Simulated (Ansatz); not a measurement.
Consider the cleavage of the Ga–Ge bond: `[GaH2][GeH3]` + H–F → `[F][GaH2]` + GeH₄.

Calculated with Ansatz (gas phase, PBE0-D4/def2-TZVP geometries, no zero-point term in ΔE). CCSD(T)/CBS is the MP2 limit (def2-TZVPP, def2-QZVPP) plus CCSD(T) − MP2 in def2-TZVPP, frozen cores. This one scheme is used for every species. Functionals use def2-TZVPP. For Ga, Ge outer-core shells are correlated without core-valence functions, which leaves a few kJ/mol of doubt a bond. Scalar relativity is left out up to krypton.

`[GaH2][GeH3]`:

```xyz
7

Ga   -0.468    0.948    0.937
Ge    0.351   -0.671   -0.700
H    -1.994    1.323    0.986
H     0.513    1.609    1.972
H     1.844   -0.489   -1.031
H     0.186   -2.099   -0.138
H    -0.433   -0.621   -2.025
```

H–F:

Cartesian coordinates in Å:
```
F -0.359 0.278 0.075
H 0.359 -0.278 -0.075
```

`[F][GaH2]`:

```xyz
4

F     1.259   -1.023   -0.185
Ga   -0.097    0.079    0.014
H    -0.135    1.225   -1.037
H    -1.027   -0.280    1.208
```

GeH₄:

Z-matrix (Å, degrees):
```
Ge
H 1 1.534
H 1 1.534 2 109.5
H 1 1.534 2 109.5 3 -120.0
H 1 1.534 2 109.5 3 120.0
```

```
       species  B97M-V energy (Eh)
`[GaH2][GeH3]`         -4004.08844
           H–F          -100.45017
   `[F][GaH2]`         -2025.56598
          GeH₄         -2079.00354
```

**Question.** Work out ΔE.

**Answer.** ΔE = (-2025.56598) + (-2079.00354) − (-4004.08844) − (-100.45017) = -0.03091 Eh = -81.2 kJ/mol. CCSD(T)/CBS gives -58.7 kJ/mol.

Largest T1 diagnostic among the species: 0.014.

In def2-TZVPP, CCSD(T) changes the Hartree–Fock value by +20.9 kJ/mol (the triples alone add +0.9 kJ/mol) and MP2 by +19.3 kJ/mol. Leaving LDA and LC-ωPBE aside and taking each functional with its dispersion term where it has one, the values, not all of them listed here, spread over 26.1 kJ/mol, from B97M-V to HSE06-D4. LDA lies +3.8 kJ/mol from PBE without D4. At CCSD(T), def2-SVP lies −28.0 kJ/mol from the extrapolated value and def2-TZVPP −5.6 kJ/mol.
